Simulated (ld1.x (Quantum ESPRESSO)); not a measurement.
The numbers below are computed, except where a source is named.
# Potentials for aluminium compared

Generated with ld1.x 7.5 (TM, RRKJ, ultrasoft, PAW), atompaw 4.2 or ONCVPSP 4.0.1. The cutoff is in Ry: for ld1.x and atompaw files where the sum of valence levels is converged to 10 mRy in a Bessel basis, for ONCV files where the hardest occupied wave has 1 mHa per electron of residual kinetic energy. The error is the largest all-electron minus pseudo excitation energy over each file’s own four to seven test configurations (ionisations up to +4, promotions, holes and added fractions of an electron), all of which were solved. The labels leave out finer settings (local radius, basis sizes, second energies), which also bear on the numbers. Spin-polarised tests are not counted. The rows are a selection from randomly drawn settings: files with unsolved tests, undetermined cutoffs or missed reference levels are left out.

A true bound ghost makes a file unfit for plane-wave use even where its test errors are small: the radial tests pick states by their node count and pass the ghost by.

| potential | cutoff (Ry) | largest error (meV) | bound ghosts |
| --- | --- | --- | --- |
| TM, PW91, scalar-relativistic, rc 1.90/1.90 (sp), local smoothed, core correction yes, reference 3s2 3p1 | 10 | +41 | none |
| TM, PW91, scalar-relativistic, rc 1.55/2.40 (sp), local smoothed, core correction yes, reference 3s2 3p1 | 21 | -14 | none |
| TM, PBE, non-relativistic, rc 2.15/2.75 (sp), local s, core correction no, reference 3s2 3p1 | 10 | +32 | none |
| TM, PBE, scalar-relativistic, rc 1.70/1.90 (sp), local s, core correction yes, reference 3s2 3p1 | 10 | +36 | none |
| RRKJ, LDA (PZ), scalar-relativistic, rc 1.40/2.95/2.30 (spd), local s, core correction yes, reference 3s2 3p1 | 35 | +26 | none |
| PAW, PBE, scalar-relativistic, rc 2.30/2.75 (sp), local smoothed, core correction yes, reference 3s1.75 3p1.25 | 6 | -17 | none |

Q: Fill in the row for Al: TM, BLYP, scalar-relativistic, rc 1.35/2.00/1.55 (spd), local smoothed, core correction yes, reference 3s1 3p0.

A: cutoff 35 Ry, largest error +96 meV, bound ghosts: s.

Q: Fill in the row for Al: ultrasoft, Wu–Cohen, non-relativistic, rc 1.90/2.60 (sp), local smoothed, core correction no, reference 3s2 3p1.

A: cutoff 8 Ry, largest error +11 meV, bound ghosts: none.

Q: Fill in the row for Al: TM, LDA (PZ), non-relativistic, rc 1.50/2.35/2.50 (spd), local d, core correction yes, reference 3s1 3p0.

A: cutoff 21 Ry, largest error +40 meV, bound ghosts: none.
